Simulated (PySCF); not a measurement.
Input for PySCF: R-B3LYP/6-31G* on CH5BO2 (SMILES COBO).

```python
from pyscf import gto, scf, dft, mp
from pyscf.data.elements import chemcore

mol = gto.M(
    atom='''
    C     1.24939178   -0.20722929    0.43543552
    O     0.42173881    0.83757228   -0.07628750
    B    -0.86528219    0.60605638   -0.41538782
    O    -1.39536448   -0.64714986   -0.27001751
    H     0.83771457   -0.61230910    1.36134895
    H     1.34573888   -1.01793057   -0.28867431
    H     2.22924514    0.22395367    0.63113586
    H    -1.50740556    1.52020000   -0.83803769
    H    -2.31577695   -0.70316350   -0.53951548
    ''',
    basis='6-31g*',
    cart=True,
    charge=0, spin=0, verbose=3, max_memory=1800)
mf = dft.RKS(mol, xc='b3lyp')
mf.conv_tol = 1e-8
mf.max_cycle = 100
mf.kernel()
if not mf.converged:
    mf = mf.newton().run(mf.mo_coeff, mf.mo_occ)
```

Program output:

```
converged SCF energy = -216.498581760526
```

The calculation finished and met its thresholds.

Cost: around 30 core-seconds (rough).
